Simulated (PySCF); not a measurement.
**Electron correlation in Co (cobalt, neutral)**

[Ar] 3d7 4s1 5s1, high-spin 6F determinant (an excited configuration). Calculation: PySCF 2.14, in x2c-TZVPPall with one added diffuse shell each of s, p, d, f type (7s6p5d3f1g, 80 functions); the spin-free X2C one-electron Hamiltonian (Gaussian nucleus). Frozen: [Ne]; 17 electrons correlated.

```
  level  correlation energy (mhartree)
   CCSD                        -529.22
    (T)                         -11.30
CCSD(T)                        -540.52
```

Diagnostics: T1 = 0.013, D1 = 0.0496, largest double amplitude 0.055.

The outer electron is Rydberg-like, and this basis confines it to a smaller radius and binds it less than a complete one would.

Cost of the coupled-cluster step: of the order of 80 core-seconds, for 17 correlated electrons.

Iterations:

```
CC2 = 0
CCSD nocc = (np.int64(11), np.int64(6)), nmo = (75, 75)
frozen orbitals [[0, 1, 2, 3, 4], [0, 1, 2, 3, 4]]
max_cycle = 100
direct = 0
conv_tol = 1e-08
conv_tol_normt = 1e-06
diis_space = 8
diis_start_cycle = 0
Init t2, MP2 energy = -0.54385537512251
Init E_corr(UCCSD) = -0.543855375124421
cycle = 1  E_corr(UCCSD) = -0.514605419139362  dE = 0.029249956  norm(t1,t2) = 0.0801157
cycle = 2  E_corr(UCCSD) = -0.530186841992009  dE = -0.0155814229  norm(t1,t2) = 0.028962
cycle = 3  E_corr(UCCSD) = -0.528289351160912  dE = 0.00189749083  norm(t1,t2) = 0.0159831
cycle = 4  E_corr(UCCSD) = -0.529083189311285  dE = -0.00079383815  norm(t1,t2) = 0.00613717
cycle = 5  E_corr(UCCSD) = -0.529280964528674  dE = -0.000197775217  norm(t1,t2) = 0.00114874
cycle = 6  E_corr(UCCSD) = -0.529223596666855  dE = 5.73678618e-05  norm(t1,t2) = 0.000452314
cycle = 7  E_corr(UCCSD) = -0.529207122352703  dE = 1.64743142e-05  norm(t1,t2) = 0.00014304
cycle = 8  E_corr(UCCSD) = -0.529215336719433  dE = -8.21436673e-06  norm(t1,t2) = 6.66545e-05
cycle = 9  E_corr(UCCSD) = -0.52921881327368  dE = -3.47655425e-06  norm(t1,t2) = 2.26215e-05
cycle = 10  E_corr(UCCSD) = -0.529217684361043  dE = 1.12891264e-06  norm(t1,t2) = 1.24793e-05
cycle = 11  E_corr(UCCSD) = -0.529217301019589  dE = 3.83341454e-07  norm(t1,t2) = 2.58852e-05
cycle = 12  E_corr(UCCSD) = -0.529217513867347  dE = -2.12847758e-07  norm(t1,t2) = 7.75286e-06
cycle = 13  E_corr(UCCSD) = -0.52921751873527  dE = -4.86792362e-09  norm(t1,t2) = 2.96697e-06
cycle = 14  E_corr(UCCSD) = -0.529217479953739  dE = 3.87815313e-08  norm(t1,t2) = 1.80687e-06
cycle = 15  E_corr(UCCSD) = -0.529217539066425  dE = -5.91126856e-08  norm(t1,t2) = 6.69444e-07
cycle = 16  E_corr(UCCSD) = -0.529217520891519  dE = 1.81749051e-08  norm(t1,t2) = 2.99025e-07
cycle = 17  E_corr(UCCSD) = -0.52921751762231  dE = 3.26920913e-09  norm(t1,t2) = 1.55592e-07
UCCSD converged
E(UCCSD) = -1392.241205509946  E_corr = -0.5292175176223103
UCCSD(T) correction = -0.0112953585565578
```

This basis was not built for core-valence correlation, so the inner-shell part is incomplete.
